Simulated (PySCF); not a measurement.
# Spin-rotation constants: `InChI=1S/C6H9NO2/c8-5-7-6-2-1-3-9-4-6/h4-5H,1-3H2,(H,7,8)`

Geometry:
```json
{"atom": "O1", "x (Å)": "2.341", "y (Å)": "0.370", "z (Å)": "1.994"}
{"atom": "C2", "x (Å)": "2.733", "y (Å)": "0.039", "z (Å)": "0.904"}
{"atom": "N3", "x (Å)": "1.986", "y (Å)": "-0.222", "z (Å)": "-0.192"}
{"atom": "C4", "x (Å)": "0.583", "y (Å)": "-0.182", "z (Å)": "-0.304"}
{"atom": "C5", "x (Å)": "0.002", "y (Å)": "-0.673", "z (Å)": "-1.402"}
{"atom": "O6", "x (Å)": "-1.338", "y (Å)": "-0.723", "z (Å)": "-1.635"}
{"atom": "C7", "x (Å)": "-2.145", "y (Å)": "-0.422", "z (Å)": "-0.512"}
{"atom": "C8", "x (Å)": "-1.613", "y (Å)": "0.782", "z (Å)": "0.257"}
{"atom": "C9", "x (Å)": "-0.219", "y (Å)": "0.460", "z (Å)": "0.791"}
{"atom": "H10", "x (Å)": "3.810", "y (Å)": "-0.089", "z (Å)": "0.677"}
{"atom": "H11", "x (Å)": "2.465", "y (Å)": "-0.544", "z (Å)": "-1.021"}
{"atom": "H12", "x (Å)": "0.558", "y (Å)": "-1.085", "z (Å)": "-2.232"}
{"atom": "H13", "x (Å)": "-2.182", "y (Å)": "-1.298", "z (Å)": "0.150"}
{"atom": "H14", "x (Å)": "-3.144", "y (Å)": "-0.236", "z (Å)": "-0.913"}
{"atom": "H15", "x (Å)": "-1.561", "y (Å)": "1.634", "z (Å)": "-0.424"}
{"atom": "H16", "x (Å)": "-2.292", "y (Å)": "1.029", "z (Å)": "1.072"}
{"atom": "H17", "x (Å)": "-0.276", "y (Å)": "-0.205", "z (Å)": "1.656"}
{"atom": "H18", "x (Å)": "0.283", "y (Å)": "1.369", "z (Å)": "1.123"}
```

The calculation used GIAO B97-2/pcSseg-1 magnetisability, rotational g tensor and spin-rotation constants, non-relativistic, gas phase (PySCF 2.14.0). Geometry: GFN2-xTB.

Problem. Give the nuclear spin-rotation constants along the inertial axes (H = +C I·J) beside the isotropic shieldings.

Solution. Rotational constants 3.7829, 1.0801, 0.8728 GHz. A star marks the isotopologue with that one atom substituted, in its own axes.
```tsv
atom	isotope	Caa (kHz)	Cbb (kHz)	Ccc (kHz)	mean (kHz)	σ (ppm)
N3	14N	0.268	0.147	0.063	0.159	114.1
H10	1H	0.103	-0.028	-0.072	0.001	23.8
H11	1H	-0.411	0.091	-0.122	-0.148	26.6
H12	1H	-0.381	0.111	-0.102	-0.124	25.5
H13	1H	-0.341	-0.120	0.042	-0.140	28.1
H14	1H	0.210	-0.114	-0.084	0.004	27.6
H15	1H	-0.418	-0.111	0.021	-0.169	30.1
H16	1H	-0.409	0.029	-0.097	-0.159	30.2
H17	1H	-0.344	-0.087	0.006	-0.142	28.8
H18	1H	-0.201	-0.068	-0.039	-0.102	28.5
O1	17O*	-1.918	-0.646	-0.063	-0.875	-83.5
C2	13C*	1.861	0.339	0.207	0.803	31.2
C4	13C*	1.476	0.389	0.136	0.667	63.8
C5	13C*	1.256	0.439	0.186	0.627	52.7
O6	17O*	-0.516	-0.185	-0.050	-0.251	247.5
C7	13C*	0.953	0.191	0.193	0.446	118.5
C8	13C*	0.612	0.174	0.120	0.302	160.8
C9	13C*	0.619	0.194	0.115	0.309	158.3
```
For the geometry as given, no vibrational averaging.
